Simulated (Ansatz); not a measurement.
Geometry optimisation, RHF/cc-pVDZ in Ansatz.

The input (input.yaml):

```yaml
crystal:
  periodic: [false, false, false]
  atoms:
    - { symbol: C, position_ang: [-1.5145, 1.2561, -0.7109] }
    - { symbol: Al, position_ang: [-0.7661, 0.3909, 0.8564] }
    - { symbol: Si, position_ang: [1.385, -0.4951, 0.6941] }
    - { symbol: "N", position_ang: [1.5524, -1.7064, -0.6023] }
    - { symbol: H, position_ang: [-1.6076, 0.5808, -1.589] }
    - { symbol: H, position_ang: [-0.9357, 2.1871, -1.0062] }
    - { symbol: H, position_ang: [-2.18036, 0.95295, 1.09214] }
    - { symbol: H, position_ang: [-1.5575, 0.2737, 2.2053] }
    - { symbol: H, position_ang: [1.783, -1.1101, 2.0284] }
    - { symbol: H, position_ang: [2.3678, 0.5882, 0.4324] }
    - { symbol: H, position_ang: [1.1528, -1.2392, -1.4513] }
    - { symbol: H, position_ang: [0.7771, -2.4304, -0.3551] }
basis:
  gaussian: { orbitals: cc-pVDZ }
hamiltonian:
  xc: hf
relax:
  f_tol: 0.02
  max_steps: 50
output:
  orbitals: {}
```

Launched with:

```bash
$ ansatz run input.yaml --threads 2 --pin off --max-ram 3072MiB --backend cpu --events-out ev --progress --plain --runs-dir out
```

**Question.** Where does it end, and by what steps?

**Answer.** The forces met the threshold. The force dipped under the threshold on the way, but the program's further checks kept it going. After 29 steps the energy has fallen by 6.882 eV; H8 moved furthest, 1.40 Å. Parted: Al2–H7 (1.54 → 2.59 Å). Joined: C1–H7 (1.95 → 1.10 Å).

| step | energy less start (eV) | largest force component (eV/Å) | accepted |
| --- | --- | --- | --- |
| 0 | 0.0000 | 3.224 | yes |
| 2 | -3.0564 | 4.785 | yes |
| 4 | -5.5558 | 2.619 | yes |
| 6 | -6.5084 | 1.219 | yes |
| 8 | -6.8187 | 0.700 | yes |
| 10 | -6.8580 | 0.067 | yes |
| 12 | -6.8614 | 0.238 | yes |
| 14 | -6.8668 | 0.101 | yes |
| 16 | -6.8699 | 0.158 | yes |
| 18 | -6.8734 | 0.234 | yes |
| 20 | -6.8777 | 0.081 | yes |
| 22 | -6.8800 | 0.072 | yes |
| 24 | -6.8811 | 0.067 | yes |
| 26 | -6.8814 | 0.028 | yes |
| 28 | -6.8816 | 0.012 | yes |
| 29 | -6.8817 | 0.018 | yes |

```xyz
12
Properties=species:S:1:pos:R:3
C -1.813 1.080 -0.427
Al -0.551 0.733 1.066
Si 1.455 -0.750 0.829
N 1.649 -1.570 -0.722
H -1.627 0.466 -1.313
H -1.752 2.132 -0.735
H -2.850 0.912 -0.110
H -0.843 1.452 2.463
H 1.414 -1.836 1.856
H 2.696 0.043 1.088
H 1.572 -1.009 -1.552
H 1.106 -2.405 -0.850
```

Whether the end is a true minimum wasn't checked by a vibrational analysis.

Time of the run: 77 s on 2 threads of AMD EPYC 7R43 64-Core Processor (Zen 3), on a shared host, peak memory 0.22 GiB.
